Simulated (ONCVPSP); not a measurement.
**Transferability test, ONCV potential for silver**

| Property | Result |
| --- | --- |
| Element | silver |
| Generator | ONCVPSP 4.0.1 |
| Type | optimised norm-conserving Vanderbilt (ONCV) |
| Functional | LDA (Perdew-Wang 92) |
| Relativity | fully relativistic |
| Frozen core | [Kr] |
| Valence charge | 11 |
| Reference configuration | 4d10 5s1 |
| Partial waves | 5s: rc 2.30 bohr, ncon 4, nbas 8, qcut 3 1/bohr, 2 projectors, debl 1 Ha; p scattering state at 0.13 Ha: rc 1.90 bohr, ncon 3, nbas 7, qcut 3.9 1/bohr, 2 projectors, debl 1.5 Ha; 4d: rc 1.25 bohr, ncon 4, nbas 7, qcut 7.9 1/bohr, 2 projectors, debl 1.5 Ha |
| Local potential | polynomial inside 1.15 bohr (lpopt 1, dvloc0 1 Ha) |
| Core correction | none |

Open shells are filled in proportion to 2j + 1.

Energies are relative to the spin-unpolarised reference configuration 4d10 5s1; without spin polarisation the order of configurations can differ from experiment.

```
valence configuration  charge  ΔE all-electron (eV)  error AE − PS (meV)
              4d8 5s0      +3                66.920                  -43
          4d9 5s1 5p1       0                 8.574                  -44
```

(1) What are ΔE and the potential's error for 4d10 5s0?

(2) What are ΔE and the potential's error for 4d9 5s0?

Note: ghosts flagged at negative energy: s at -76.3 eV, p3/2 at -114.4 eV, p1/2 at -100.0 eV; GHOST(+) flagged for p1/2 at 15.7 eV, p3/2 at 20.8 eV. A true bound ghost makes a file unfit for plane-wave use.

Results:

(1) ΔE = 8.097 eV all-electron; the error (AE − PS) is -4.8 meV.

(2) ΔE = 30.484 eV all-electron; the error (AE − PS) is +21 meV.
